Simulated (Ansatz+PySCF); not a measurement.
**singlet Li₂F₂: levels of theory in one basis**

```yaml
atoms:
  - { symbol: Li, position_ang: [1.0163, 0.0000, 0.0000] }
  - { symbol: Li, position_ang: [-1.0163, 0.0000, 0.0000] }
  - { symbol: F, position_ang: [0.0000, 1.1891, 0.0000] }
  - { symbol: F, position_ang: [0.0000, -1.1891, 0.0000] }
```

Basis set: def2-SVP (spherical functions). Correlated methods keep 2 orbitals frozen. Charge 0, multiplicity 1.

Computed with Ansatz (development build ahead of 0.2.0); each method stands on the lowest determinant of its kind that the runs found.

```json
{"method": "RHF", "E − E(RHF) (eV)": "0.00", "<S²> of the determinant": "0.00"}
{"method": "RHF-MP2", "E − E(RHF) (eV)": "-11.02", "<S²> of the determinant": "–"}
{"method": "RHF-CCSD", "E − E(RHF) (eV)": "-11.15", "<S²> of the determinant": "–"}
```

(1) What does RHF-CCSD(T) give on the same scale?

(2) Is a single determinant a sound starting point here?

Results:

(1) -11.24 eV.

(2) By this sign, yes. Unrestricted orbitals gain 0.00 eV and <S²> is 0.00 against 0.00 for a pure state.
